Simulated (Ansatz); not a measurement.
Gas-phase electronic energies from Ansatz, PBE0-D4/def2-TZVP geometries. CCSD(T)/CBS adds triple-zeta CCSD(T) − MP2 to the extrapolated MP2 energy (def2 sets, frozen cores). Each species was taken in one conformer, which may not be the lowest.

`C[N]([SiH3])[AlH][F]` + `C=C([SiH3])OC` → `C=C([SiH3])[O][AlH][F]` + `CN(C)[SiH3]`  (redistribution)

```tsv
species	CCSD(T)/CBS(def2) energy (Eh)
`C[N]([SiH3])[AlH][F]`	-727.97302
`C=C([SiH3])OC`	-483.17741
`C=C([SiH3])[O][AlH][F]`	-785.86597
`CN(C)[SiH3]`	-425.29981
```

(1) Work out ΔE.

Largest T1 diagnostic among the species: 0.013.

Answers

(1) ΔE = (-785.86597) + (-425.29981) − (-727.97302) − (-483.17741) = -0.01535 Eh = -40.3 kJ/mol.

In def2-TZVPP, CCSD(T) changes the Hartree–Fock value by +8.3 kJ/mol (the triples alone add +2.4 kJ/mol) and MP2 by +6.4 kJ/mol.
